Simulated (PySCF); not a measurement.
Cartesian coordinates in Å; atom numbers follow the order of the lines, from 1:
```xyz
13

O     3.054    0.679    0.191
C     2.341   -0.271   -0.002
C     0.852   -0.209    0.006
C     0.203    1.005    0.247
C    -1.187    1.014    0.243
C    -1.860   -0.182    0.000
C    -1.112   -1.340   -0.228
N     0.215   -1.358   -0.227
H     2.736   -1.296   -0.206
H     0.803    1.900    0.428
H    -1.741    1.938    0.426
H    -2.951   -0.224   -0.012
H    -1.616   -2.294   -0.421
```

Geometry: PBE0-D3(BJ)/def2-SVP; GIAO shifts from PySCF 2.14, gas phase, non-relativistic, averaged over equivalent atoms.

At PBE0/cc-pVDZ (137 basis functions, 37 s wall time on 1 thread of an x86-64 server CPU, shared host):
```
atoms  δ (ppm)
   O1    640.0
   C2    189.6
   C3    152.6
   C7    148.6
   C5    135.2
   C6    127.6
   C4    122.4
   N8    341.8
   H9     9.94
  H13     8.82
  H10     8.06
  H11     7.75
  H12     7.25
```

Scale: $^{17}$O (σref 343.34) vs H2O; $^{13}$C (σref 196.75) and $^{1}$H (σref 31.29) against TMS; NH3 for $^{15}$N (σref 273.12) (reference shieldings calculated alike).

Estimate the result of repeating the calculation with WP04/pcSseg-1.

## Answers


```tsv
atoms	δ at WP04/pcSseg-1	change
O1	630.2	-9.8
C2	196.3	+6.7
C3	158.0	+5.4
C7	155.6	+7.0
C5	141.6	+6.4
C6	132.2	+4.6
C4	128.4	+6.0
N8	358.5	+16.7
H9	9.66	-0.28
H13	8.61	-0.21
H10	8.00	-0.06
H11	7.61	-0.14
H12	7.11	-0.14
```

Scale: $^{17}$O (317.54 ppm) vs H2O; $^{13}$C (172.44 ppm) and $^{1}$H (31.56 ppm) against TMS; $^{15}$N (246.90 ppm) against NH3 (reference shieldings calculated alike).

The largest change is at N8 (pyridine-type ring nitrogen). Cost: 161 basis functions, 15 s wall time on 1 thread of an x86-64 server CPU, shared host. The order of the carbon signals is the same at both levels.

Unscaled 17O shifts of doubly bonded oxygen tend to come out too high, by tens of ppm or more. Experimental scales use liquid or dissolved standards, which lie at an offset from isolated NH3 (liquid NH3: subtract about 20 ppm) and H2O (liquid H2O: subtract about 36 ppm). Unscaled 15N shifts of sp2 nitrogen come out 20 to 40 ppm too high even then.
